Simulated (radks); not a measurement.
Ionisation of the praseodymium ion Pr40+, [Ar] 3d1, to [Ar] as the strength of local exchange is varied. Method: scalar-relativistic Kohn-Sham, Slater X-alpha exchange (alpha = 2/3 is LDA exchange), no correlation, spin-polarised, spherical densities, point nucleus; open shells are filled with parallel spins first (spin-orbit coupling, left out, can overturn this in heavy ions); computed with a radial shooting solver on a logarithmic mesh with Libxc functionals.

alpha  E(Pr40+) (hartree)  exchange (hartree)  IE (eV)  -e of the level emptied (eV)  <r> of it (bohr)
0.57           -7892.0783           -109.6201   2908.2                   2857.4 (3d)            0.2189
0.641          -7905.8084           -123.4219   2920.3                   2869.7 (3d)            0.2184
0.667          -7910.8405           -128.4842   2924.7                   2874.3 (3d)            0.2183
0.726          -7922.2676           -139.9882   2934.8                   2884.6 (3d)            0.2179
0.731          -7923.2365           -140.9641   2935.7                   2885.4 (3d)            0.2179
0.784          -7933.5122           -151.3191   2944.8                   2894.7 (3d)            0.2175
0.824          -7941.2735           -159.1462   2951.6                   2901.7 (3d)            0.2173
0.87           -7950.2055           -168.1603   2959.5                   2909.8 (3d)            0.2170

NIST Atomic Spectra Database: 2941 eV (theoretical). The Delta-SCF value meets it near alpha = 0.76. Open shells are spherical and high-spin; term and fine-structure splittings are not resolved. Spin-orbit splitting is averaged out at the scalar-relativistic level.
